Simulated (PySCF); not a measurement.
C4H10S, charge -1, doublet, at the geometry of the source list (a state made from the parent by changing its charge; the spin is typed, not shown lowest) (in this run its highest filled SCF level lies above zero, so its values depend strongly on the basis, on diffuse functions most of all), atoms displaced at random by about 0.08 Å a coordinate; DF-PBE/STO-3G, gradient (PySCF).

PySCF was given this input:
```python
from pyscf import gto, scf, dft

mol = gto.Mole()
mol.atom = '''
    C     0.115382    1.271284   -0.690209
    C    -0.028106    0.128200    0.275755
    C     0.363810   -1.201326   -0.498406
    C    -1.276927   -0.157258    0.951731
    S     1.443948    0.256469    1.481569
    H    -0.705899    1.253143   -1.381258
    H    -0.301191    2.100361   -0.145168
    H     0.968045    1.460590   -1.155480
    H     0.534636   -2.006320    0.135221
    H    -0.156331   -1.292291   -1.405519
    H     1.520666   -1.100266   -1.103215
    H    -1.193100   -0.976023    1.427571
    H    -1.593423    0.718818    1.413912
    H    -2.082254   -0.382099    0.195660
    H     2.268826    0.503705    0.699978
'''
mol.basis = 'sto-3g'
mol.charge = -1
mol.spin = 1
mol.verbose = 4
mol.build()

mf = dft.UKS(mol)
mf.xc = 'pbe'
mf = mf.density_fit(auxbasis='def2-universal-jkfit')
mf.kernel()
g = mf.nuc_grad_method()
grad = g.kernel()
```

It wrote (shortened):

```
PySCF version 2.14.0

[INPUT] verbose = 4
[INPUT] num. atoms = 15
[INPUT] num. electrons = 51
[INPUT] charge = -1
[INPUT] spin (= nelec alpha-beta = 2S) = 1
[INPUT] symmetry False subgroup None
[INPUT] Mole.unit = angstrom
[INPUT] Symbol           X                Y                Z      unit          X                Y                Z       unit  Magmom
[INPUT]  1 C      0.115382000000   1.271284000000  -0.690209000000 AA    0.218040379705   2.402378586542  -1.304305978710 Bohr   0.0
[INPUT]  2 C     -0.028106000000   0.128200000000   0.275755000000 AA   -0.053112642457   0.242262889169   0.521101427479 Bohr   0.0
[INPUT]  3 C      0.363810000000  -1.201326000000  -0.498406000000 AA    0.687501261378  -2.270177126319  -0.941850838840 Bohr   0.0
[INPUT]  4 C     -1.276927000000  -0.157258000000   0.951731000000 AA   -2.413042311062  -0.297174550897   1.798510934258 Bohr   0.0
[INPUT]  5 S      1.443948000000   0.256469000000   1.481569000000 AA    2.728666258113   0.484656169441   2.799759644646 Bohr   0.0
[INPUT]  6 H     -0.705899000000   1.253143000000  -1.381258000000 AA   -1.333955781604   2.368097064916  -2.610199327364 Bohr   0.0
[INPUT]  7 H     -0.301191000000   2.100361000000  -0.145168000000 AA   -0.569168501184   3.969107052718  -0.274327762051 Bohr   0.0
[INPUT]  8 H      0.968045000000   1.460590000000  -1.155480000000 AA    1.829339926255   2.760115080278  -2.183540742412 Bohr   0.0
[INPUT]  9 H      0.534636000000  -2.006320000000   0.135221000000 AA    1.010315616333  -3.791395318237   0.255530656290 Bohr   0.0
[INPUT] 10 H     -0.156331000000  -1.292291000000  -1.405519000000 AA   -0.295422774779  -2.442076063240  -2.656045972873 Bohr   0.0
[INPUT] 11 H      1.520666000000  -1.100266000000  -1.103215000000 AA    2.873642266938  -2.079201404171  -2.084774206512 Bohr   0.0
[INPUT] 12 H     -1.193100000000  -0.976023000000   1.427571000000 AA   -2.254632239219  -1.844416161276   2.697718213371 Bohr   0.0
[INPUT] 13 H     -1.593423000000   0.718818000000   1.413912000000 AA   -3.011133070583   1.358369153408   2.671906444236 Bohr   0.0
[INPUT] 14 H     -2.082254000000  -0.382099000000   0.195660000000 AA   -3.934889781780  -0.722062462470   0.369743813532 Bohr   0.0
[INPUT] 15 H      2.268826000000   0.503705000000   0.699978000000 AA    4.287459764292   0.951864497574   1.322766713221 Bohr   0.0

nuclear repulsion = 247.082766159616
number of shells = 27
number of NR pGTOs = 117
number of NR cGTOs = 39
basis = sto-3g
ecp = {}

******** <class 'pyscf.df.df_jk.DFUKS'> ********
method = DFUKS
initial guess = minao
damping factor = 0
level_shift factor = 0
DIIS = <class 'pyscf.scf.diis.CDIIS'>
diis_start_cycle = 1
diis_space = 8
diis_damp = 0
SCF conv_tol = 1e-09
SCF conv_tol_grad = None
SCF max_cycles = 50
direct_scf = False
number electrons alpha = 26  beta = 25
XC library pyscf.dft.libxc version 7.1.2
    S. Lehtola, C. Steigemann, M. J. T. Oliveira, and M. A. L. Marques,  SoftwareX 7, 1–5 (2018)
XC functionals = pbe
    J. P. Perdew, K. Burke, and M. Ernzerhof,  Phys. Rev. Lett. 77, 3865 (1996)
    J. P. Perdew, K. Burke, and M. Ernzerhof,  Phys. Rev. Lett. 78, 1396 (1997)
    J. P. Perdew, K. Burke, and M. Ernzerhof,  Phys. Rev. Lett. 77, 3865 (1996)
    J. P. Perdew, K. Burke, and M. Ernzerhof,  Phys. Rev. Lett. 78, 1396 (1997)
radial grids:
    Treutler-Ahlrichs [JCP 102, 346 (1995); DOI:10.1063/1.469408] (M4) radial grids

becke partition: Becke, JCP 88, 2547 (1988); DOI:10.1063/1.454033
pruning grids: <function nwchem_prune>
grids dens level: 3
symmetrized grids: False
atomic radii adjust function: <function treutler_atomic_radii_adjust>
small_rho_cutoff = 0
Set gradient conv threshold to 3.16228e-05
tot grids = 173432
init E= -550.037468317837

cycle= 1 E= -549.374238917903  delta_E= 0.663  |g|= 0.354  |ddm|= 3.56
cycle= 2 E= -549.164172315418  delta_E= 0.21  |g|= 0.515  |ddm|= 2.89
cycle= 3 E= -549.432910772767  delta_E= -0.269  |g|= 0.235  |ddm|=  2.8
cycle= 4 E= -549.469509024183  delta_E= -0.0366  |g|= 0.0652  |ddm|= 0.422
cycle= 5 E= -549.475782671356  delta_E= -0.00627  |g|= 0.0134  |ddm|= 0.603
cycle= 6 E= -549.476034094585  delta_E= -0.000251  |g|= 0.0054  |ddm|= 0.0637
cycle= 7 E= -549.476063020409  delta_E= -2.89e-05  |g|= 0.00185  |ddm|= 0.0225
cycle= 8 E= -549.476066451426  delta_E= -3.43e-06  |g|= 0.000475  |ddm|= 0.00705
cycle= 9 E= -549.476066714231  delta_E= -2.63e-07  |g|= 8.13e-05  |ddm|= 0.00192
cycle= 10 E= -549.476066721534  delta_E= -7.3e-09  |g|= 3.64e-05  |ddm|= 0.000324
cycle= 11 E= -549.476066722842  delta_E= -1.31e-09  |g|= 1.69e-05  |ddm|= 0.000325
cycle= 12 E= -549.476066723218  delta_E= -3.77e-10  |g|= 3.21e-06  |ddm|= 0.000104
Extra cycle  E= -549.476066723187  delta_E= 3.14e-11  |g|= 6.59e-06  |ddm|= 4.55e-05
converged SCF energy = -549.476066723187  <S^2> = 0.75083527  2S+1 = 2.0008351

******** <class 'pyscf.df.grad.uks.Gradients'> for <class 'pyscf.df.df_jk.DFUKS'> ********
unit = Eh/Bohr
grid_response = False
--------------- DFUKS gradients ---------------
         x                y                z
0 C     0.1495696027     0.0131921375    -0.0702529351
1 C    -0.0090980342     0.0774746065     0.1252142928
2 C    -0.0707238833    -0.0926259330     0.0257693372
3 C     0.0220904098    -0.1168520243     0.1274798904
4 S     0.0136116060     0.0230848996    -0.2628169859
5 H     0.0181805864     0.0111497055     0.0514617601
6 H    -0.0148009747    -0.0398670933    -0.0201671741
7 H    -0.1054518512    -0.0162043702     0.0477497483
8 H     0.0102720146     0.0528546944    -0.0285949549
9 H     0.0453808527     0.0264711951     0.0376181325
10 H     0.0249975401    -0.0009376198    -0.0271021712
11 H    -0.0131091659     0.1421706341    -0.1079453886
12 H     0.0293131546    -0.0414671840    -0.0473691560
13 H     0.0239090862     0.0003577766     0.0071717855
14 H    -0.1241323851    -0.0387757318     0.1418060374
----------------------------------------------
```
